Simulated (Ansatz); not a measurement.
**From computed data to an observable: hopping rate and mobility from the reorganisation energy**

fluorenone (C13H8O), SMILES c12ccccc1C(c1c-2cccc1)=O.

Geometry: B3LYP-D3(BJ)/def2-SVP.

Four-point relaxation energies from B3LYP-D3(BJ)/def2-SVP run with Ansatz (an electronic-structure program), gas phase: hole: ion 128 meV, neutral 128 meV; electron: ion 168 meV, neutral 172 meV. Assume, for the exercise, a transfer integral of 80 meV, an outer reorganisation energy of 50 meV, equal site energies, a hop of 3.5 Å along one direction and 298.15 K (kT = 25.69 meV).

Find the Marcus rate and the mobility for each carrier.


k = (2π/ħ) t² (4π λ kT)^(−1/2) exp(−λ/4kT), ħ = 6.582×10⁻¹³ meV s; for a chain D = k a² and μ = e D/kT.
Hole: λ = 128 + 128 + 50 = 306 meV, barrier λ/4 = 76 meV, k = 9.9e12 s⁻¹, μ = 0.47 cm²/(V s).
Electron: λ = 168 + 172 + 50 = 390 meV, barrier λ/4 = 98 meV, k = 3.9e12 s⁻¹, μ = 0.18 cm²/(V s).
Where t approaches λ/2 the carrier no longer hops and the formula overstates localisation. Disorder and quantum modes are left out.
